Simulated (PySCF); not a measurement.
From computed data to an observable: oscillator strength and radiative lifetime

Cd(NH2)(SH) (CdH3NS), SMILES [NH2][Cd][SH].

The structure is a stationary point at B3LYP-D3(BJ)/def2-TZVP. The def2 effective core potentials stand for the cores of Cd; spin–orbit coupling is left out. One conformer was computed; it need not be the lowest.

TDDFT-B3LYP/def2-SVPD (PySCF) puts the first singlet state with f over 0.02 at 4.44 eV (vertical), with the transition dipole (0.000, 0.000, -0.465) in atomic units.

Find the oscillator strength, the wavelength and the radiative lifetime that this transition would have in vacuum if emission retraced absorption.


|μ|² = 0.2162 au, so |μ| = 1.18 D. ΔE = 4.44/27.211 = 0.1632 hartree. f = (2/3) ΔE |μ|² = 0.024 (the program prints 0.024).
λ = 1239.84/4.44 = 279 nm; ν = 35811 cm⁻¹.
Einstein's coefficient A = 0.6670 ν² f s⁻¹ (ν in cm⁻¹) = 2.0e7 s⁻¹, so τ = 1/A = 50 ns. This state is S1. The figure is the radiative limit of this one transition; relaxation, internal conversion, crossing to triplets and a medium change what is measured.
